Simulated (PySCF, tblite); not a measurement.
Isomers of C7H12F2O, one GFN2-xTB conformer each. Single-point energies are computed at PBE0/pcSseg-1 (PySCF, gas phase, no added dispersion term), electronic only.

Question: Rank them by PBE0/pcSseg-1 energy, lowest first (kcal/mol).
A. `[CH3:1][CH2:2][CH2:3][C@@H:4]1[C@@H:5]([F:6])[O:7][C@@H:8]1[CH2:9][F:10]` with C1–C2–C3–C4 177°, C2–C3–C4–C5 -81°, O7–C8–C9–F10 179°
B. `[CH3:1][CH2:2][O:3][C@@:4]1([F:5])[CH2:6][CH2:7][C@@H:8]([F:9])[CH2:10]1` with C1–C2–O3–C4 -179°, C2–O3–C4–F5 58°, O3–C4–C6–C7 159°, C4–C6–C7–C8 -38°, C6–C7–C8–F9 -88°, C7–C8–C10–C4 -10°
C. `[CH3:1][O:2][CH2:3][C@@H:4]([CH3:5])[C@H:6]1[C@H:7]([F:8])[C@@H:9]1[F:10]` with C1–O2–C3–C4 175°, O2–C3–C4–C5 167°, C3–C4–C6–C7 73°

Answer: B (0.0), A (22.3), C (45.7).

As drawn, the highest has a three-membered ring, which the lowest lacks. GFN2-xTB itself gives, in the same order: 0.0, 22.1, 38.9. Both levels put the same isomer lowest; measured from each level's own lowest isomer, the values differ by up to 6.8 kcal/mol (COC[C@@H](C)[C@H]1[C@H](F)[C@@H]1F: 38.9 against 45.7).

Which frontier levels, dipoles and rotational constants go with these structures?

```
                            SMILES  HOMO (eV, PBE0/pcSseg-1)  LUMO (eV)  dipole (D)       A, B, C (MHz)
         CCO[C@@]1(F)CC[C@@H](F)C1                     -8.00       1.44        1.09  2417, 789.2, 708.1
     CCC[C@@H]1[C@@H](F)O[C@@H]1CF                     -8.26       1.19        1.96  1310, 981.7, 605.3
COC[C@@H](C)[C@H]1[C@H](F)[C@@H]1F                     -7.46       1.29        3.62  1747, 851.3, 612.3
```

What happens when harmonic zero-point energies from GFN2-xTB frequencies are added?

```json
{"SMILES": "CCO[C@@]1(F)CC[C@@H](F)C1", "ZPE (kcal/mol)": "113.6", "electronic (kcal/mol)": "0.0", "with ZPE (kcal/mol)": "0.0"}
{"SMILES": "CCC[C@@H]1[C@@H](F)O[C@@H]1CF", "ZPE (kcal/mol)": "113.7", "electronic (kcal/mol)": "22.3", "with ZPE (kcal/mol)": "22.5"}
{"SMILES": "COC[C@@H](C)[C@H]1[C@H](F)[C@@H]1F", "ZPE (kcal/mol)": "112.1", "electronic (kcal/mol)": "45.7", "with ZPE (kcal/mol)": "44.3"}
```

The zero-point energies span 1.6 kcal/mol. The order is unchanged.
